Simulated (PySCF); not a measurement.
## Ionisation energy of Pd²⁵⁺ by level of theory

Pd²⁵⁺ [Ar] 3d3 (4F) → Pd²⁶⁺ [Ar] 3d2 (3F), as a difference of total energies. Computed with PySCF 2.14 in an even-tempered Gaussian basis (19 s from 2.9 bohr⁻², ratio 2.5; 12 p from 3.8 bohr⁻², ratio 2.5; 8 d from 3.8 bohr⁻², ratio 2.5; 4 f from 15 bohr⁻², ratio 2.7; 3 g from 22 bohr⁻², ratio 2.7), with scalar relativity by spin-free X2C-1e. Correlated levels: outer shells: [Ne] frozen; virtual orbitals above 40 to 60 times the deepest correlated orbital energy dropped. The calculations carry no spin-orbit coupling.

```
                method  ionisation energy (eV)
                   UHF                  1290.0
                   LDA                  1290.4
                   PBE                  1290.2
                  PBE0                  1290.6
                r2SCAN                  1291.5
                 B3LYP                  1290.7
                   M06                  1291.5
    MP2 (outer shells)                  1290.4
SCS-MP2 (outer shells)                  1290.1
```

A first-order spin-orbit estimate (lowest level to lowest level, LS coupling) adds -0.186 eV.

Breit and QED terms and the two-electron picture change are absent.

For comparison: 1290 ± 4 eV (theoretical estimate listed by NIST; NIST Atomic Spectra Database, ionization energies).
